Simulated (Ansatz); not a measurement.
A series at Si: from `N#C[Si](F)(C#N)C#N`, ligands are replaced one by one, each step taking up H–F and setting free `C#N`; n counts the steps. Ansatz, PBE0-D4/def2-TZVP geometries.

```
n              molecule  HOMO energy, ωB97M-V/def2-TZVPP (eV)
0  `N#C[Si](F)(C#N)C#N`                                     ?
1    `N#C[Si](F)(F)C#N`                                -13.35
2      `N#C[Si](F)(F)F`                                -13.34
3        `F[Si](F)(F)F`                                -15.29
```

**Question.** By hand: fit a straight line y = ȳ + b (n − n̄) to the 3 given rows and predict n = 0.

**Answer.** n̄ = 2.000, ȳ = -13.993; Σ(n − n̄)(y − ȳ) = -1.940, Σ(n − n̄)² = 2.000, so b = -0.970 eV a step. Prediction: -13.993 + (-0.970) × (-2.000) = -12.05 eV.

**Question.** By hand: compare with the computed value, -13.49 eV, and give the steps along the whole series.

**Answer.** The line misses by -1.44 eV (computed minus predicted). Steps: 0.14, 0.01, -1.95 eV.

The steps change sign along the series, so a line is a poor guide. The highest orbital can change its character along such a series. The miss is 73.8 % of the series' range.
